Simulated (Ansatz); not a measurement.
Ansatz (an electronic-structure program) input (B3LYP-D3(BJ)/def2-TZVP):

Ansatz 0.2 input:
```yaml
crystal:
  periodic: [false, false, false]
  atoms:
    - {symbol: O, position_ang: [-1.98922264, -0.04260408, -0.30588325]}
    - {symbol: B, position_ang: [-0.83984242, -0.01785904, -0.12101002]}
    - {symbol: B, position_ang: [0.81595656, 0.01165883, 0.13887619]}
    - {symbol: O, position_ang: [1.96643701, 0.03160655, 0.31688855]}
basis:
  gaussian:
    orbitals: def2-TZVP
hamiltonian:
  xc: b3lyp
  dispersion: d3bj
total_charge: 1
magnetization: {spin_polarized: true, initial_magnetization: 1}
relax: {f_tol: 0.002, max_steps: 150}
```

Output:

```
Functional definition: B3LYP
integrals: 0.03 GiB planned
640 factors; their error is unknown
mean field: 0.40 GiB planned
mean field evaluation 1: about -5405.6787 eV, gradient 9.2e1 eV
mean field evaluation 2: about -5154.4008 eV, gradient 2.4e2 eV
mean field evaluation 4: about -5434.4975 eV, gradient 2.5e1 eV
mean field evaluation 8: about -5437.4207 eV, gradient 5.2e-1 eV
mean field evaluation 16: about -5437.4343 eV, gradient 3.4e-3 eV
mean field evaluation 32: about -5437.4343 eV, gradient 7.7e-6 eV
mean field evaluation 64: about -5437.4343 eV, gradient 5.4e-4 eV
mean field evaluation 96: about -5437.4343 eV, gradient 1.5e-3 eV
mean field evaluation 128: about -5437.4343 eV, gradient 5.2e-3 eV
mean field evaluation 160: about -5437.2416 eV, gradient 1.8e0 eV
mean field -5437.43426393 eV, -199.8220235740 hartree, gradient 3.7e-8 eV, S^2 0.779490; 6 other end points of the search recorded, 0 dependent functions left out
the calculation of the forces begins
reference -5437.43446878 eV, -199.8220311022 hartree; 13, 12 occupied and 111, 112 virtual orbitals, 640 factors
relax step   1: F+E_penalty+E_count = -5437.54087641 eV  Δ(F+E_penalty+E_count) = +0.000e0 eV  max|allowed force component| = 7.628e0 eV/Å  Δτ_max = 0.0000 Å  (1040 SCF iters, accepted)
these checks for a lower state are left out or cut short: starts, cluster_reference, orbital_swaps, neighbouring_geometries, increment
integrals: 0.03 GiB planned
640 factors; their error is unknown
mean field: 0.40 GiB planned
mean field -5437.89699817 eV, -199.8390287437 hartree, gradient 3.9e-8 eV, S^2 0.794235; 0 other end points of the search recorded, 0 dependent functions left out
the calculation of the forces begins
reference -5437.89720472 eV, -199.8390363342 hartree; 13, 12 occupied and 111, 112 virtual orbitals, 640 factors
relax step   2: F+E_penalty+E_count = -5438.00284897 eV  Δ(F+E_penalty+E_count) = -4.620e-1 eV  max|allowed force component| = 1.084e0 eV/Å  Δτ_max = 0.0435 Å  (269 SCF iters, accepted)
these checks for a lower state are left out or cut short: starts, cluster_reference, orbital_swaps, neighbouring_geometries, increment
integrals: 0.03 GiB planned
640 factors; their error is unknown
mean field: 0.40 GiB planned
mean field evaluation 192: about -5437.9076 eV, gradient 1.4e-1 eV
mean field -5437.90769301 eV, -199.8394217719 hartree, gradient 2.2e-10 eV, S^2 0.797585; 0 other end points of the search recorded, 0 dependent functions left out
the calculation of the forces begins
reference -5437.90789970 eV, -199.8394293677 hartree; 13, 12 occupied and 111, 112 virtual orbitals, 640 factors
relax step   3: F+E_penalty+E_count = -5438.01349593 eV  Δ(F+E_penalty+E_count) = -1.065e-2 eV  max|allowed force component| = 1.315e-1 eV/Å  Δτ_max = 0.0049 Å  (267 SCF iters, accepted)
these checks for a lower state are left out or cut short: starts, cluster_reference, orbital_swaps, neighbouring_geometries, increment
integrals: 0.03 GiB planned
640 factors; their error is unknown
mean field: 0.40 GiB planned
mean field evaluation 224: about -5437.9079 eV, gradient 1.4e-5 eV
mean field evaluation 256: about -5437.9079 eV, gradient 3.9e-4 eV
mean field evaluation 288: about -5437.9079 eV, gradient 8.3e-6 eV
mean field evaluation 320: about -5437.9079 eV, gradient 3.9e-4 eV
mean field -5437.90791629 eV, -199.8394299775 hartree, gradient 9.3e-11 eV, S^2 0.798072; 0 other end points of the search recorded, 0 dependent functions left out
the calculation of the forces begins
reference -5437.90812307 eV, -199.8394375763 hartree; 13, 12 occupied and 111, 112 virtual orbitals, 640 factors
relax step   4: F+E_penalty+E_count = -5438.01367417 eV  Δ(F+E_penalty+E_count) = -1.782e-4 eV  max|allowed force component| = 1.496e-2 eV/Å  Δτ_max = 0.0022 Å  (659 SCF iters, accepted)
these checks for a lower state are left out or cut short: starts, cluster_reference, orbital_swaps, neighbouring_geometries, increment
integrals: 0.03 GiB planned
640 factors; their error is unknown
mean field: 0.40 GiB planned
mean field evaluation 352: about -5437.9079 eV, gradient 1.2e-4 eV
mean field evaluation 384: about -5437.9079 eV, gradient 8.8e-5 eV
mean field -5437.90791174 eV, -199.8394298102 hartree, gradient 2.6e-8 eV, S^2 0.798088; 0 other end points of the search recorded, 0 dependent functions left out
the calculation of the forces begins
reference -5437.90811845 eV, -199.8394374066 hartree; 13, 12 occupied and 111, 112 virtual orbitals, 640 factors
relax step   5: F+E_penalty+E_count = -5438.01369193 eV  Δ(F+E_penalty+E_count) = -1.775e-5 eV  max|allowed force component| = 1.079e-3 eV/Å  Δτ_max = 0.0010 Å  (458 SCF iters, accepted)
integrals: 0.03 GiB planned
640 factors; their error is unknown
mean field: 0.40 GiB planned
mean field evaluation 416: about -5437.9079 eV, gradient 3.1e-4 eV
mean field -5437.90791174 eV, -199.8394298102 hartree, gradient 2.6e-8 eV, S^2 0.798088; 5 other end points of the search recorded, 0 dependent functions left out
the calculation of the forces begins
reference -5437.90811845 eV, -199.8394374066 hartree; 13, 12 occupied and 111, 112 virtual orbitals, 640 factors
Total energy: -5438.01389864 eV, -199.8433247567 hartree
Atom 0 at    -2.038512    -0.042087    -0.311793 Å, force    -0.000107     0.000013     0.000058 eV/Å
Atom 1 at    -0.817842    -0.019297    -0.119606 Å, force     0.001079     0.000048     0.000087 eV/Å
Atom 2 at     0.794491     0.010763     0.134127 Å, force    -0.001037    -0.000131    -0.000222 eV/Å
Atom 3 at     2.015191     0.033422     0.326143 Å, force     0.000066     0.000071     0.000076 eV/Å
Dipole moment:    -0.000013     0.000068     0.000083 e Å
```
